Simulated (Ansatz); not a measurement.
## Ligand exchange: C3H5ClSn + C2F4 → C3H5FSn + C2ClF3

Species: C3H5ClSn `C#[C][SnH]([CH3])[Cl]`, singlet; C2F4 (tetrafluoroethylene) `FC(F)=C(F)F`, singlet; C3H5FSn `C#[C][SnH]([CH3])[F]`, singlet; C2ClF3 (chlorotrifluoroethylene) `FC(F)=C(F)Cl`, singlet. The partners trade Cl for F: Sn–Cl and C–F bonds give way to Sn–F and C–Cl.

Shapes, held fixed at every level: PBE0-D4/def2-TZVP. Programs: Ansatz 0.2.0. The zero-point and thermal change to 298 K, harmonic and unscaled (PBE0-D4/def2-TZVP), is -2.3 kJ/mol.

| level | kind | ΔH(298 K) (kJ/mol) | less CCSD(T)/def2-TZVPP |
| --- | --- | --- | --- |
| HF/def2-SVP | Hartree–Fock | +58.5 | +38.0 |
| HF/def2-TZVPP | Hartree–Fock | +39.4 | +18.9 |
| PBE0-D4/def2-TZVPP | global hybrid | +24.3 | +3.8 |
| B2PLYP/def2-TZVPP | double hybrid | +16.9 | -3.6 |
| MP2/def2-SVP | perturbation theory | +25.8 | +5.3 |
| MP2/def2-TZVPP | perturbation theory | +16.2 | -4.3 |
| CCSD/def2-TZVPP | coupled cluster or CI | +23.7 | +3.2 |
| CCSD(T)/def2-TZVPP | coupled cluster or CI | +20.5 | 0.0 |

The highest level, CCSD(T)/def2-TZVPP, gives ΔH(298 K) = +20.5 kJ/mol; the levels span +16.2 to +58.5. The column of differences is taken from that level and isn't an error. No measured value is set beside it here. For atoms past krypton def2 sets carry core potentials with scalar relativity. Outer-core shells of Sn are correlated, in sets that cover them unevenly.
